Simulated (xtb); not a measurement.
F$_{6}$Ta, charge -1, singlet, geometry from GFN2-xTB (such geometries of metal compounds can be far from the true shape), atoms displaced at random by about 0.05 Å a coordinate. Base run: GFN1-xTB run with xtb 6.7.1.

xtb was given this input:
```
$ xtb mol.xyz --gfn 1 --chrg -1 --opt --json

# file mol.xyz
7

Ta     0.05493591     0.03177223     0.05195645
F      1.16908512    -0.47722914    -1.31153729
F     -1.02160161     0.50293477     1.29804629
F     -1.16234294     0.79896164    -1.23964020
F     -0.90017987    -1.70741762    -0.12762895
F      0.89846557     1.58347351     0.20653725
F      1.14286102    -0.78428266     1.15081451
```

Base: optimiser steps 7.

A changed run: ΔE vs base (kJ/mol) -168.6; optimiser steps 7.

### Question
Which change was made?
A) opt level = crude
B) alpb = cs2
C) engine = inertial
D) opt level = extreme
E) opt level = vtight

### Answer
B, alpb = cs2
